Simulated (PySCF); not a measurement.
BP86 on Ge (germanium, neutral), [Ar] 3d10 4s2 4p1 4d1, one real determinant (an excited configuration). Calculation: PySCF 2.14, in dyall-av2z (16s12p8d, 92 functions); the non-relativistic Hamiltonian (point nucleus).

```
cycle= 1 E= -2076.96911379084  delta_E= -0.0291  |g|= 0.158  |ddm|= 0.233
cycle= 2 E= -2076.96599273102  delta_E= 0.00312  |g|= 0.262  |ddm|= 0.0937
cycle= 3 E= -2076.97182070149  delta_E= -0.00583  |g|= 0.0159  |ddm|= 0.053
cycle= 4 E= -2076.97184690296  delta_E= -2.62e-05  |g|= 0.000309  |ddm|= 0.00378
cycle= 5 E= -2076.97184691323  delta_E= -1.03e-08  |g|= 2.89e-05  |ddm|= 0.000237
cycle= 6 E= -2076.97184691353  delta_E= -3.04e-10  |g|= 1.06e-05  |ddm|= 6.18e-05
converged SCF energy = -2076.97184691353  <S^2> = 2.0012121  2S+1 = 3.000808
```

Highest occupied orbital energy: 0.679 eV; ⟨L²⟩ = 8.00; populations by l: s 8.00, p 13.00, d 11.00.

Question: Can this result be used?

Answer: Not for this state. The run converged. ⟨L²⟩ = 8.00 against 12 for a pure F term, so this real determinant mixes terms. The outer electron is Rydberg-like, and this basis confines it to a smaller radius and binds it less than a complete one would. At BP86 the highest occupied level has a positive energy, so only the finite basis holds that electron; for this excited configuration the basis is too tight for the outer shell.
